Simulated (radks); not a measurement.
Values are calculated unless marked as measured or tabulated.
The lithium anion Li-, [He] 2s2, held by a Watson sphere: a shell of charge +1 at radius R that stands for the Madelung well of a crystal (potential energy -1/R inside, -1/r outside, in hartree with lengths in bohr). Level of theory: scalar-relativistic Kohn-Sham, r2SCAN, spin-unpolarised, spherical densities, finite nucleus; meta-GGA in the generalised Kohn-Sham scheme; Fermi nuclear charge, rms radius of each element as measured or else 0.836 A^(1/3) + 0.57 fm (a radial shooting solver on a logarithmic mesh with Libxc functionals).

R (bohr) = 1.84: e(1s) (eV) -55.837; e(2s) (eV) -4.752; <r> 2s (bohr) 3.180; sum of <r^2> (bohr^2) 24.73; X-ray form factor at sin(theta)/lambda = 0.3 1/angstrom 1.476
R (bohr) = 2.22: e(1s) (eV) -54.205; e(2s) (eV) -4.589; <r> 2s (bohr) 3.301; sum of <r^2> (bohr^2) 26.44; X-ray form factor at sin(theta)/lambda = 0.3 1/angstrom 1.478
R (bohr) = 2.78: e(1s) (eV) -52.991; e(2s) (eV) -4.303; <r> 2s (bohr) 3.505; sum of <r^2> (bohr^2) 29.54; X-ray form factor at sin(theta)/lambda = 0.3 1/angstrom 1.488
R (bohr) = 2.9: e(1s) (eV) -52.834; e(2s) (eV) -4.239; <r> 2s (bohr) 3.550; sum of <r^2> (bohr^2) 30.26; X-ray form factor at sin(theta)/lambda = 0.3 1/angstrom 1.490
R (bohr) = 3.18: e(1s) (eV) -52.553; e(2s) (eV) -4.088; <r> 2s (bohr) 3.656; sum of <r^2> (bohr^2) 32.01; X-ray form factor at sin(theta)/lambda = 0.3 1/angstrom 1.495
R (bohr) = 3.58: e(1s) (eV) -52.290; e(2s) (eV) -3.875; <r> 2s (bohr) 3.806; sum of <r^2> (bohr^2) 34.59; X-ray form factor at sin(theta)/lambda = 0.3 1/angstrom 1.500
R (bohr) = 3.63: e(1s) (eV) -52.265; e(2s) (eV) -3.848; <r> 2s (bohr) 3.824; sum of <r^2> (bohr^2) 34.92; X-ray form factor at sin(theta)/lambda = 0.3 1/angstrom 1.501
